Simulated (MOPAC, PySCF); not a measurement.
C₄H₄BFO, SMILES `c1c(F)cc(o1)B`, neutral singlet in the gas phase. 

Cartesian coordinates (Å):
```xyz
11

B      2.1368    -0.1602    -0.0473
C      0.6233    -0.0904    -0.0190
C     -0.2599     0.9752     0.1195
C     -1.5597     0.4289     0.0722
F     -2.7061     1.0918     0.1669
C     -1.4240    -0.9325    -0.0923
O     -0.1273    -1.2482    -0.1479
H      2.6985    -1.2162    -0.1808
H      2.7602     0.8645     0.0663
H      0.0115     2.0214     0.2406
H     -2.1533    -1.7342    -0.1783
```
Charge 0, spin multiplicity 1.

All levels are single points at this geometry (B3LYP-D3(BJ)/def2-SVP); Pople sets use spherical d functions. Orbital energies aren't observables, and empty levels follow the basis.

| level | HOMO (eV) | LUMO (eV) | gap (eV) | dipole (D) | vertical IE, Delta-SCF (eV) |
|---|---|---|---|---|---|
| B3LYP-D3(BJ)/def2-TZVP in PySCF | -7.12 | -2.40 | 4.72 | 0.98 | 9.33 |
| M06-2X/def2-TZVP in PySCF | -8.36 | -1.37 | 6.99 | 0.60 | 9.41 |
| PBE-D3(BJ)/def2-TZVP in PySCF | -6.34 | -3.04 | 3.30 | 1.29 | 9.32 |
| B3LYP/6-31G* in PySCF | -6.81 | -2.00 | 4.80 | 1.18 | 9.13 |
| BP86/6-31G* in PySCF | -6.12 | -2.77 | 3.35 | 1.49 | – |
| M06-2X/6-31G* in PySCF | -8.12 | -1.01 | 7.11 | 0.78 | – |
| SVWN5/6-31G* in PySCF | -6.22 | -2.91 | 3.31 | 1.51 | 9.40 |
| HF/6-31G* in PySCF | -9.08 | 1.60 | 10.68 | 0.47 | – |
| HF/STO-3G in PySCF | -7.25 | 4.81 | 12.06 | 0.51 | – |
| AM1 in MOPAC | -9.61 | -0.29 | 9.32 | 0.57 | – |
| PM3 in MOPAC | -10.06 | -1.08 | 8.98 | 0.75 | – |
| PM6 in MOPAC | -9.81 | -1.13 | 8.68 | 0.60 | – |
| PM7 in MOPAC | -9.80 | -1.37 | 8.43 | 0.90 | – |
